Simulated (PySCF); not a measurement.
Input file for PySCF: D3(BJ) and D4 dispersion corrections on BiH3Te2 (SMILES [TeH][BiH][TeH]), a point of a torsion scan.

```python
from pyscf import gto
from pyscf.dispersion import dftd3, dftd4

mol = gto.M(
    atom='''
    Te   -2.28063682    0.03449973   -0.23738707
    Bi    0.22121632    0.78883601    0.79699457
    Te   -0.68139821    2.99651208    2.28222990
    H    -2.07691360    1.00232853   -1.56770344
    H    -0.13346998   -0.26657007    2.20026042
    H     0.12392308    4.04683955    1.28230016
    ''',
    basis='def2-svp',
    charge=0, spin=0, verbose=0, max_memory=1800)
d3, d4 = {}, {}
for xc in ['hf', 'pbe', 'blyp', 'revpbe', 'tpss', 'r2scan', 'b3lyp', 'pbe0', 'bhlyp', 'camb3lyp', 'b2plyp']:
    d3[xc] = float(dftd3.DFTD3Dispersion(mol, xc=xc, version='d3bj', atm=False).get_dispersion()['energy'])
    print(f'D3(BJ) {xc:10s} {d3[xc]:14.8f} Eh')
for xc in ['hf', 'pbe', 'blyp', 'revpbe', 'tpss', 'r2scan', 'b3lyp', 'pbe0', 'bhlyp', 'camb3lyp', 'b2plyp']:
    d4[xc] = float(dftd4.DFTD4Dispersion(mol, xc={'camb3lyp': 'cam-b3lyp'}.get(xc, xc), atm=True).get_dispersion()['energy'])
    print(f'D4     {xc:10s} {d4[xc]:14.8f} Eh')
```

Program output:

```
D3(BJ) hf            -0.05957981 Eh
D3(BJ) pbe           -0.00766020 Eh
D3(BJ) blyp          -0.01921046 Eh
D3(BJ) revpbe        -0.01618205 Eh
D3(BJ) tpss          -0.01065255 Eh
D3(BJ) r2scan        -0.00217268 Eh
D3(BJ) b3lyp         -0.01663446 Eh
D3(BJ) pbe0          -0.00775943 Eh
D3(BJ) bhlyp         -0.01693345 Eh
D3(BJ) camb3lyp      -0.00919879 Eh
D3(BJ) b2plyp        -0.01004564 Eh
D4     hf            -0.02325836 Eh
D4     pbe           -0.00852095 Eh
D4     blyp          -0.01724930 Eh
D4     revpbe        -0.01678590 Eh
D4     tpss          -0.01120892 Eh
D4     r2scan        -0.00171527 Eh
D4     b3lyp         -0.01418820 Eh
D4     pbe0          -0.00739905 Eh
D4     bhlyp         -0.01591316 Eh
D4     camb3lyp      -0.00798164 Eh
D4     b2plyp        -0.00580658 Eh
```

The run finished.

Cost: about 0.020 core-seconds (a rough figure).
